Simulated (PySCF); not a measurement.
**Does the structure fit the spectrum?**

A compound C5H10ClNSi2 gives the data below (simulated from a calculation) and was assigned the structure `C#C[Si@](Cl)([SiH2]N)C(=C)C`.

¹³C{¹H} NMR (computed): δ 142.5 (CH), 124.8 (C), 123.4 (CH2), 51.4 (CH), 32.9 (C).

¹H NMR (600 MHz, computed): δ 6.38 (m, 1H), 5.94 (m, 1H), 5.68 (m, 1H), 4.29 (d, 3H), 4.18 (s, 3H), 3.74 (q, 1H).

- PBE0/pcSseg-1 with gauge-including orbitals
- geometry: GFN2-xTB
- program: PySCF 2.14.0 with density-fitted response routines
- no solvent model, non-relativistic Hamiltonian, one computed conformer, one averaged value for each set of equivalent atoms

Chemical shifts δ = σref − σ; TMS for ¹H (31.72 ppm), ¹³C (186.93 ppm), all at this level.

Task: Compare with the shifts computed for the proposed structure, pairing carbons in order of shift.

Result: Atom-mapped SMILES (the numbers label the heavy atoms): `[CH:1]#[C:2][Si@:3]([Cl:4])([SiH2:5][NH2:6])[C:7](=[CH2:8])[CH3:9]` (H(Xn): hydrogen on atom n).

```tsv
atom	computed for proposal	given list	difference
C7	152.9	142.5	+10.4
C8	135.4	124.8	+10.6
C1	106.7	123.4	-16.7
C2	89.0	51.4	+37.6
C9	25.6	32.9	-7.3
```

The rms difference is 19.8 ppm and the largest +37.6 ppm at C2 (alkyne carbon). The carbon types in order of shift don't match either: C, CH2, CH, C, CH3 for the proposal against CH, C, CH2, CH, C in the data. The proposal doesn't fit.

Task: Which isomer fits?

Result: `C(=C)[C@@]([SiH3])(C#N)[C@H]([SiH3])Cl`.

- Carbon types of the structure: 2 × C, 2 × CH, 1 × CH2, leaving 6 H on heteroatoms.
- δC 142.5: alkene CH; the olefinic region.
- δC 124.8: nitrile carbon; C≡N carbons fall here, among the sp2 signals but without a proton.
- δC 123.4: terminal =CH2 carbon; as expected for a trigonal carbon in a double bond.
- δH 3.74: hydrogen on an sp3 CH bonded to Cl and Si; its carbon carries Cl, hence the downfield position.

The shifts were computed for this structure.

Carbons that carry Cl, above all several Cl atoms, come out too deshielded, partly because spin–orbit coupling is missing. Shifts are as computed. Against solution values, carbons near 30 ppm lie about +3 ppm off and those near 130 ppm about +5 ppm; carbons on Cl a further +6 ppm. Of 1309 compounds with measured shifts, 239 miss one by over three times the rms of a fit or turn the order of signals round; such compounds aren't used in these exercises. No couplings were computed; multiplicities are counted from neighbouring protons, with m where these are inequivalent, close in shift, in a saturated or five-membered ring or joined by F or P, and br s for small geminal =CH2 splittings.
